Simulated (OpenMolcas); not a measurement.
## Tm3+: CASPT2 settings compared

```json
{
  "Program": "OpenMolcas",
  "Basis": "ANO-RCC-VQZP [9s8p6d4f3g2h]",
  "Scalar Hamiltonian": "DKH4, point nucleus",
  "Active space": "12 electrons in 7 orbitals (4f)",
  "State averaging": "2S+1 = 3 even, 21 roots (18 in the spin-orbit step); 2S+1 = 1 even, 9 roots kept (CI in the orbitals of an earlier block)",
  "Spin-orbit coupling": "state interaction with AMFI integrals over the reference wave functions, term energies averaged over their components"
}
```

Methods on the same reference wave functions:
A. CASSCF
B. SS-CASPT2, IPEA 0.6 Eh, real shift 0.3 Eh (closed shells correlated: 5s 5p)
C. XMS-CASPT2, IPEA 0.15 Eh, sigma2 regulariser 0.1 Eh (closed shells correlated: none)
D. XMS-CASPT2, IPEA 0 Eh, sigma1 regulariser 0.15 Eh (closed shells correlated: 5s 5p)

Energies in cm-1 above 4f12 3H6, the measured ground level; measured values from the list in Tchang-Brillet, Wyart, Meftah and Ait Mammar, Atoms 6, 52 (2018).

| Level | A | B | C | D | Measured |
| --- | --- | --- | --- | --- | --- |
| 4f12 3H6 | 0.0 | 0.0 | 0.0 | 0.0 | 0.0 |
| 4f12 3F4 [53 %] | 6541 | 5560 | 5990 | 5630 |  |
| 4f12 3H5 | 8065 | 8060 | 8060 | 8060 | 8217 |
| 4f12 3H4 [59 %] | 13063 | 12550 | 12750 | 12580 | 12547 |
| 4f12 3F3 | 16077 | 14420 | 15140 | 14560 | 14410 |
| 4f12 3F2 | 20109 | 18460 | 19170 | 18600 |  |
| 4f12 1G4 [58 %] | 21716 | 21490 | 21550 | 21480 | 21174 |

Deviations, from unrounded energies. A percentage is the sum of absolute deviations over the sum of measured energies, with the sign that they share, or ± where signs differ.

```tsv
Against measurement	Levels	A	B	C	D
mean absolute deviation (cm-1)	4	720	120	370	160
fine structure of the ground term (%)	2	±3.2	±0.7	±1.7	±0.9
other terms of the ground configuration (%)	2	+6.2	+0.9	+3.1	+1.3
```

B lies closest to measurement on these levels and A furthest from it. The largest miss of B in the table is 4f12 1G4 [58 %], by +310 cm-1. The ranking rests on the paired levels alone, and a cruder setting can come out closer through cancelling errors.

Among B to D the level of the table that moves most is 4f12 3F3, by 720 cm-1 (lowest in B, highest in C). Moves below CASPT2's spread within the term are not significant.

The mean deviations of B to D differ by less than CASPT2's widest spread within a term (490 cm-1), so their order carries little weight.

From A to B the spin-free energies of the other terms of 4f12 shown, above 3H, scale by factors of 0.79 to 0.99.

The lowest spin-free term lies below A's lowest term by 1.100 hartree in B, 0.564 hartree in C, 1.118 hartree in D.

Term energies are means over components that CASPT2 splits; among the terms shown or strongly mixed into the levels shown the widest spread is 490 cm-1 (4f12 1G, B). Some high roots are left out of the spin-orbit mixing, which shifts the levels that they would mix with. Terms from blocks run as CI alone lack orbitals of their own. Without dynamic correlation excited terms often stand tens of per cent too high (terms of higher spin than the ground term too low), and those without a measured partner can miss by more than the paired ones (holds for A). Measured partners are found by configuration, term and J. A level has none where our copy of the source lacks it or the pairing is in doubt (some pairs that miss far off the trend of their configuration count as doubtful), and it then counts in no deviation. Levels of configurations outside the active space are missing.

A share in square brackets marks a mixed level and gives the weight of the term that names it, the lowest over the columns.
